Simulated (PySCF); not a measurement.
Computed IR spectrum (relative IR intensity) of a molecule C₅H₆O. Coordinates come from a r2SCAN-D4/def2-SVP optimisation. Other conformers were not sampled. Method: r2SCAN-D4/def2-SVP (PySCF 2.14.0). No scaling factor is applied to the harmonic values.

```csv
ν (cm⁻¹),relative intensity
27,2.6
323,4.2
350,3.8
493,2.0
548,9.0
658,20
669,19
974,2.6
1189,9.0
1215,44
1268,4.5
1355,26
1421,9.5
1435,6.3
1829,100
2213,3.4
3024,2.8
3185,2.2
3476,36
```

### Question
Which structure fits?
(A) C1=CCOC=C1
(B) C=C=COC=C
(C) C#CCC(C)=O
(D) C=C=C1COC1

### Answer
C, C#CCC(C)=O
